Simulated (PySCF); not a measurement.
# UHF on Cr(2+) (chromium, charge +2)

Configuration: [Ar] 3d4, high-spin 5D determinant. All numbers are calculated (PySCF 2.14, the non-relativistic Hamiltonian (point nucleus), in cc-pVTZ (7s6p4d2f1g, 68 functions)).

```
Total energy                                                  : -1042.582806 hartree
One-electron energy                                           : -1420.4112 hartree
Hartree (Coulomb) energy                                      : 425.1014 hartree
Exchange energy                                               : -47.2730 hartree
Kinetic energy                                                : 1042.58923 hartree
⟨S²⟩                                                          : 6.0014
⟨L²⟩                                                          : 6.017
Sum of ⟨r⟩                                                    : 14.59 bohr
Sum of ⟨r²⟩                                                   : 16.16 bohr²
Traceless quadrupole moment −½Σ⟨3z² − r²⟩ along its main axis : -0.488 e·bohr²
Density at the nucleus (Gaussians lack the cusp)              : 9260 bohr⁻³
Spin density at the nucleus                                   : -0.354 bohr⁻³
Langevin diamagnetic susceptibility                           : -12.8 ×10⁻⁶ cm³/mol
Time after the integrals                                      : 0.76 s of wall time on 1 thread of Neoverse-N1 (shared host)
```

| shell | electrons | mean orbital energy (hartree) | spread (hartree) | rms radius, mean of both spins (bohr) |
| --- | --- | --- | --- | --- |
| 1s α | 1 | -221.22347 | 0 | 0.0743 |
| 1s β | 1 | -221.22276 | 0 | 0.0743 |
| 2s α | 1 | -27.10607 | 0 | 0.319 |
| 2s β | 1 | -27.01058 | 0 | 0.319 |
| 2p α | 3 | -23.03605 | 0.00103 | 0.288 |
| 2p β | 3 | -22.94050 | 0.02933 | 0.288 |
| 3s α | 1 | -4.27023 | 0 | 0.973 |
| 3s β | 1 | -3.96045 | 0 | 0.973 |
| 3p α | 3 | -3.06196 | 0.04870 | 1.04 |
| 3p β | 3 | -2.68271 | 0.07339 | 1.04 |
| 3d α | 4 | -1.19929 | 0.06413 | 1.32 |
